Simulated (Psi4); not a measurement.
Internal rotation in SMILES C(=C)c1cccc(c1)C(OC)=O. Scanned: dihedral C6–C7–C8–O9; all other coordinates were relaxed at GFN2-xTB. Points at φ and −φ are mirror images.

Geometry of the scan point at 90° (Å):
```
22

C      3.6356     1.2364    -0.1031
C      3.2094    -0.0196    -0.0473
C      1.8232    -0.4730    -0.0360
C      1.5620    -1.8424     0.0419
C      0.2666    -2.3224     0.0570
C     -0.8025    -1.4456    -0.0075
C     -0.5593    -0.0799    -0.0882
C     -1.7062     0.8788    -0.1369
O     -2.2328     1.3809     0.8204
O     -2.0803     1.1107    -1.4011
C     -3.1681     2.0085    -1.5785
C      0.7389     0.4023    -0.1006
H      2.9682     2.0796    -0.1466
H      4.6866     1.4692    -0.1055
H      3.9402    -0.8182    -0.0030
H      2.3896    -2.5357     0.0931
H      0.0859    -3.3853     0.1203
H     -1.8171    -1.8138     0.0067
H     -2.9237     2.9869    -1.1599
H     -3.3313     2.0803    -2.6505
H     -4.0600     1.6264    -1.0779
H      0.9024     1.4669    -0.1593
```

Calculation: Psi4 with PBE-D3(BJ)/def2-SVP // GFN2-xTB.

Scanned values (°): -150, -120, -90, -60, -30, 0, 30, 60, 90, 120, 150, 180.

Q: At which scan points does the profile have its minima and maxima, and how high do they lie?

A: Lower than their neighbours: 0° (0.1 mEh), 180° (0.0 mEh). Higher than their neighbours: -90° (12.7 mEh), 90° (12.7 mEh). The whole profile spans 12.7 mEh.
